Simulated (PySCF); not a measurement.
PbCl, SMILES [Pb][Cl] (connectivity only; charge and spin as stated), neutral, multiplicity 2. Coordinates come from a PBE-D3(BJ)/def2-TZVP optimisation. The spin state was assumed, not searched. The def2 effective core potentials stand for the cores of Pb; spin–orbit coupling is left out.

Method: PBE-D3(BJ)/def2-TZVP (PySCF).

Harmonic wavenumbers (cm⁻¹): 302. Rotational constants (GHz): 2.707 (linear); symmetry number 1.

**Question.** Work out the zero-point energy and the ideal-gas rigid-rotor harmonic-oscillator thermochemistry at 298.15 K and 1 atm.

**Answer.** ZPE = ½ Σ hcν = ½ × 302 cm⁻¹ = 1.81 kJ/mol. H − E(el) = 11.58 kJ/mol. Entropy in J/(mol K): translation 177.24, rotation 72.65, vibration 5.88, spin 5.76, total 261.53. G − E(el) = -66.40 kJ/mol. Cp = 36.09 J/(mol K).
